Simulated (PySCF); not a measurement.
**Orbital energies, ionisation energy and electron affinity**

C₈H₉B.
Geometry (PBE0-D3(BJ)/def2-SVP, Å), atoms numbered from 1 in this order:
```
atom  x, y, z in Å
C1     5.1379    0.0928   -1.0193
C2     3.9512   -0.1676   -1.0179
C3     2.5620   -0.4692   -1.0538
C4     1.8491   -0.8787    0.0109
C5     0.3907   -1.1694   -0.0082
B6    -0.4735   -0.3695    1.0366
C7    -1.9372   -0.0839    0.8039
C8    -3.1202    0.1576    0.6093
C9    -4.5214    0.4484    0.3828
H10    6.1887    0.3143   -1.0132
H11    2.0620   -0.3532   -2.0238
H12    2.3636   -0.9826    0.9733
H13   -0.0287   -1.1309   -1.0254
H14    0.2205   -2.2130    0.3463
H15    0.0297   -0.0285    2.0851
H16   -4.6319    1.1807   -0.4330
H17   -5.0643   -0.4613    0.0809
H18   -5.0059    0.8606    1.2813
```

Level: CAM-B3LYP/def2-SVPD (PySCF). Frontier orbitals with their largest atomic shares (Löwdin; up to four atoms above 4 %):

```tsv
orbital	ε (eV)	main atoms
HOMO−3	-9.53	C7 41 %, C8 34 %, B6 8 %, C9 7 %
HOMO−2	-9.15	C1 42 %, C2 40 %, C3 7 %, H10 4 %
HOMO−1	-8.95	C8 34 %, C7 32 %, C9 7 %, B6 7 %
HOMO	-7.81	?
LUMO	-0.70	B6 37 %, C7 17 %, C8 17 %, C5 9 %
LUMO+1	0.47	C4 27 %, C3 20 %, C1 15 %, C2 14 %
LUMO+2	1.02	B6 26 %, C9 22 %, C8 16 %, H17 6 %
```

Q: What vertical ionisation energy does ΔSCF give, and how far is −ε(HOMO) from it?

A: ΔSCF: 8.51 eV (821 kJ/mol; threshold wavelength 146 nm); ⟨S²⟩ of the doublet left behind is 0.771, against 0.75 for a pure doublet. −ε(HOMO) is 7.81 eV, 0.70 eV below it. For the exact functional −ε(HOMO) would equal the first vertical ionisation energy; CAM-B3LYP (range-separated hybrid) falls short of its own ΔSCF value by 8 %.

Q: On which atoms does the HOMO lie?

A: C1 (terminal alkyne carbon) 22 %, C4 (alkene CH carbon) 20 %, C3 (alkene CH carbon) 19 %, C2 (alkyne carbon) 18 %, so no atom holds as much as 40 %. The HOMO−1 lies 1.14 eV lower.

Q: And the vertical electron affinity, the fundamental gap, Mulliken's electronegativity and the hardness (with the factor ½)?

A: EA = 0.15 eV by ΔSCF (−ε(LUMO) = 0.70 eV). IE − EA = 8.36 eV against an orbital gap of 7.11 eV; (IE + EA)/2 = 4.33 eV; (IE − EA)/2 = 4.18 eV. Parr's electrophilicity index (IE + EA)²/[8(IE − EA)] is 1.12 eV.

Q: How many of the 10 lowest singlet excitations (vertical TDDFT, same level) lie below the ionisation energy?

A: All 10; they run from 4.01 to 6.91 eV.

Q: What total energies stand behind the ΔSCF value?

A: E(N) = -334.53751 Eh and E(N − 1) = -334.22493 Eh at the same geometry, 0.31258 Eh apart. With one more electron, E(N + 1) = -334.54287 Eh.

Isolated species at its PBE0-D3(BJ)/def2-SVP geometry (one conformer only).
